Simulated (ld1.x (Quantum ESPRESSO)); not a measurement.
**Plane-wave convergence, TM potential for germanium**

```
Element                 : Ge
Generator               : ld1.x (Quantum ESPRESSO) 7.5
Type                    : norm-conserving Troullier–Martins (Kleinman–Bylander form)
Functional              : PBE
Relativity              : scalar-relativistic
Frozen core             : [Ar] 3d10
Valence charge          : 4
Reference configuration : 4s1.75 4p2.25
Partial waves           : 4p (bound): rc 1.50 bohr; 4d channel at -0.15 Ry: rc 2.05 bohr; 4s (bound): rc 1.90 bohr
Local potential         : the s channel
Core correction         : a·sin(br)/r model core inside 0.75 bohr
```

The pseudo-atom Hamiltonian at the reference potential is diagonalised in spherical Bessel functions j_l(qr) that vanish at 20 bohr, with q² up to the cutoff. All-electron valence levels (Ry): 4p -0.2995, 4s -0.8806.

**Question.** How do the lowest levels (Ry) of each channel move with the cutoff, and are there ghosts?

**Answer.**

```json
{"cutoff (Ry)": "8", "p #1": "-0.2974", "p #2": "0.0237", "p #3": "0.1222", "d #1": "0.0527", "d #2": "0.1302", "s #1": "-0.8381", "f #1": "0.1083", "Σ f·Δε (mRy)": "78.9"}
{"cutoff (Ry)": "12", "p #1": "-0.3158", "p #2": "0.0228", "p #3": "0.1208", "d #1": "0.0527", "d #2": "0.1300", "s #1": "-0.8709", "f #1": "0.1083", "Σ f·Δε (mRy)": "53.7"}
{"cutoff (Ry)": "15", "p #1": "-0.5414", "p #2": "0.0089", "p #3": "0.0987", "d #1": "0.0525", "d #2": "0.1295", "s #1": "-0.8747", "f #1": "0.1083", "Σ f·Δε (mRy)": "554.6"}
{"cutoff (Ry)": "21", "p #1": "-8.4280", "p #2": "-0.2669", "p #3": "0.0251", "d #1": "0.0465", "d #2": "0.1099", "s #1": "-0.8756", "f #1": "0.1083", "Σ f·Δε (mRy)": "82.1"}
{"cutoff (Ry)": "25", "p #1": "-16.3535", "p #2": "-0.2826", "p #3": "0.0242", "d #1": "-1.1889", "d #2": "0.0560", "s #1": "-0.8766", "f #1": "0.1083", "Σ f·Δε (mRy)": "44.9"}
{"cutoff (Ry)": "35", "p #1": "-28.4551", "p #2": "-0.2953", "p #3": "0.0235", "d #1": "-7.0057", "d #2": "0.0540", "s #1": "-0.8799", "f #1": "0.1083", "Σ f·Δε (mRy)": "10.6"}
{"cutoff (Ry)": "45", "p #1": "-31.7962", "p #2": "-0.2986", "p #3": "0.0233", "d #1": "-8.3628", "d #2": "0.0539", "s #1": "-0.8804", "f #1": "0.1083", "Σ f·Δε (mRy)": "2.2"}
{"cutoff (Ry)": "50", "p #1": "-32.0542", "p #2": "-0.2989", "p #3": "0.0233", "d #1": "-8.5314", "d #2": "0.0539", "s #1": "-0.8804", "f #1": "0.1083", "Σ f·Δε (mRy)": "1.5"}
{"cutoff (Ry)": "60", "p #1": "-32.1027", "p #2": "-0.2990", "p #3": "0.0233", "d #1": "-8.6031", "d #2": "0.0539", "s #1": "-0.8805", "f #1": "0.1083", "Σ f·Δε (mRy)": "1.1"}
{"cutoff (Ry)": "70", "p #1": "-32.2659", "p #2": "-0.2991", "p #3": "0.0233", "d #1": "-8.6404", "d #2": "0.0539", "s #1": "-0.8806", "f #1": "0.1083", "Σ f·Δε (mRy)": "0.8"}
{"cutoff (Ry)": "90", "p #1": "-32.6538", "p #2": "-0.2994", "p #3": "0.0233", "d #1": "-8.6636", "d #2": "0.0539", "s #1": "-0.8806", "f #1": "0.1083", "Σ f·Δε (mRy)": "0.2"}
{"cutoff (Ry)": "400", "p #1": "-32.8235", "p #2": "-0.2995", "p #3": "0.0233", "d #1": "-8.6699", "d #2": "0.0539", "s #1": "-0.8806", "f #1": "0.1083", "Σ f·Δε (mRy)": "0.0"}
```

Result: ghost states, extra bound levels that the all-electron valence spectrum of the same l lacks: p at -446.6 eV, d at -118.0 eV (a true bound ghost makes a file unfit for plane-wave use); 10 mRy is reached at 40 Ry and 1 mRy at 70 Ry.
